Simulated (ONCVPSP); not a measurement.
Pt: variants of one ONCV potential

Base potential:

| Item | Value |
| --- | --- |
| Element | Pt (Z = 78) |
| Generator | ONCVPSP 4.0.1 |
| Type | optimised norm-conserving Vanderbilt (ONCV) |
| Functional | PBE |
| Relativity | fully relativistic |
| Frozen core | [Kr] 4d10 |
| Valence charge | 32 |
| Reference configuration | 4f14 5s2 5p6 5d9 6s1 |
| Partial waves | 5s+6s: rc 1.40 bohr, ncon 3, nbas 7, qcut 9.3 1/bohr, 2 projectors; 5p: rc 1.90 bohr, ncon 3, nbas 7, qcut 9.3 1/bohr, 1 projector; 5d: rc 2.05 bohr, ncon 5, nbas 10, qcut 8.2 1/bohr, 3 projectors, debl 1 Ha; 4f: rc 0.50 bohr, ncon 5, nbas 9, qcut 23.1 1/bohr, 2 projectors, debl 2 Ha |
| Local potential | polynomial inside 0.35 bohr (lpopt 5, dvloc0 0 Ha) |
| Core correction | Teter function, fcfact 2.25, rcfact 1.6 |

Open shells are filled in proportion to 2j + 1.

In the f channel the program set the typed energies aside and used -2.512, 0.250 Ha (j = l + 1/2; the other j can differ).

All-electron outer shells of the reference configuration (PBE, scalar-relativistic, ld1.x):

```
shell  level (eV)  outermost node (bohr)  outermost maximum (bohr)
   4d     -306.83                   0.20                      0.42
   5s     -101.82                   0.49                      0.87
   4f      -70.08                      –                      0.38
   5p      -56.02                   0.53                      0.98
   5d       -6.14                   0.57                      1.26
   6s       -5.66                   1.14                      2.38
```

Cutoffs, loose and tight: the cutoffs (Ha) at which the residual kinetic energy of the hardest occupied pseudo-wave falls to 1 and 0.1 mHa per electron. They do not see the model core or the augmentation charge, which bear on the density cutoff. Test errors are all-electron minus pseudo excitation energies from the reference, over the configurations 4f14 5s2 5p6 5d9 6s0; 4f14 5s2 5p6 5d8 6s0; 4f14 5s2 5p6 5d7 6s0; 4f14 5s2 5p6 5d6 6s0. A dash means not determined; rows that change the core or the reference have their own tests. The largest error is taken over the tests solved by every variant that gives reliable tests at all: 4f14 5s2 5p6 5d7 6s0; 4f14 5s2 5p6 5d8 6s0; 4f14 5s2 5p6 5d9 6s0.

A true bound ghost makes a file unfit for plane-wave use even where its test errors are small: the radial tests pick states by their node count and pass the ghost by.

| change | outcome | cutoff, loose | cutoff, tight | bound ghosts | GHOST(+) flags above zero | largest test error (meV) |
| --- | --- | --- | --- | --- | --- | --- |
| base | generated, projector energies reset by the program | 1348 Ha | 1463 Ha | s, p3/2, d5/2, p1/2, d3/2 | p3/2, f7/2, f5/2 | +4.8 |
| core correction Teter function, fcfact 2.25, rcfact 1 | generated, projector energies reset by the program | 1348 Ha | 1463 Ha | s, p3/2, d5/2, p1/2, d3/2 | p3/2, f7/2, f5/2 | +4.7 |
| core correction Teter function, fcfact 2.25, rcfact 1.14 | generated, projector energies reset by the program | 1348 Ha | 1463 Ha | s, p3/2, d5/2, p1/2, d3/2 | p3/2, f7/2, f5/2 | +4.7 |
| core correction Teter function, fcfact 2.25, rcfact 1.24 | generated, projector energies reset by the program | 1348 Ha | 1463 Ha | s, p3/2, d5/2, p1/2, d3/2 | p3/2, f7/2, f5/2 | +4.7 |
| core correction Teter function, fcfact 2.25, rcfact 1.44 | generated, projector energies reset by the program | 1348 Ha | 1463 Ha | s, p3/2, d5/2, p1/2, d3/2 | p3/2, f7/2, f5/2 | +4.7 |
| core correction Teter function, fcfact 2.25, rcfact 1.56 | generated, projector energies reset by the program | 1348 Ha | 1463 Ha | s, p3/2, d5/2, p1/2, d3/2 | p3/2, f7/2, f5/2 | +4.8 |
| core correction Teter function, fcfact 2.25, rcfact 1.76 | generated, projector energies reset by the program | 1348 Ha | 1463 Ha | s, p3/2, d5/2, p1/2, d3/2 | p3/2, f7/2, f5/2 | +4.1 |
| core correction Teter function, fcfact 2.25, rcfact 1.84 | generated, projector energies reset by the program | 1348 Ha | 1463 Ha | s, p3/2, d5/2, p1/2, d3/2 | p3/2, f7/2, f5/2 | +2.7 |

(1) What comes out with this change to the base: core correction Teter function, fcfact 2.25, rcfact 2.02?

## Answers

(1) outcome: generated, projector energies reset by the program; cutoff, loose: 1348 Ha; cutoff, tight: 1463 Ha; bound ghosts: s, p3/2, d5/2, p1/2, d3/2; GHOST(+) flags above zero: p3/2, f7/2, f5/2; largest test error (meV): -7.1.

Reading the sweep of the rcfact (base included, trends over the rows without a ghost): Bound ghosts are found at 1, 1.14, 1.24, 1.44, 1.56, 1.6, 1.76, 1.84, 2.02. Every judged row has one, so this setting neither creates nor removes them.
